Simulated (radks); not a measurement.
Task: These are the eigenvalues of the occupied orbitals of an atom or ion with whole-number occupations (hartree). All-electron calculation, scalar-relativistic Kohn-Sham, PBE, spin-unpolarised, spherical densities, finite nucleus; Fermi nuclear charge, rms radius of each element as measured or else 0.836 A^(1/3) + 0.57 fm. Program: a radial shooting solver on a logarithmic mesh with Libxc functionals.

| orbital | eigenvalue |
|---|---|
| 1s | -258.1687 |
| 2s | -31.15306 |
| 2p | -26.69071 |
| 3s | -4.38273 |
| 3p | -3.11710 |
| 3d | -1.12614 |
| 4s | -0.63434 |
| 4p | -0.40019 |

Which element is it, and in what charge state? The configuration may be excited.

Result: Z = 26, iron, charge +1: Fe+ in [Ar] 3d4 4s1 4p2. The list shows which subshells hold electrons but not how many an open one holds; the 1s level, -258.17 hartree, gives Z - s = 22.7 by -(Z - s)^2/2, which with screening and relativity narrows Z to a few neighbours, and the depths of the outer levels then fix element, charge and occupations together.
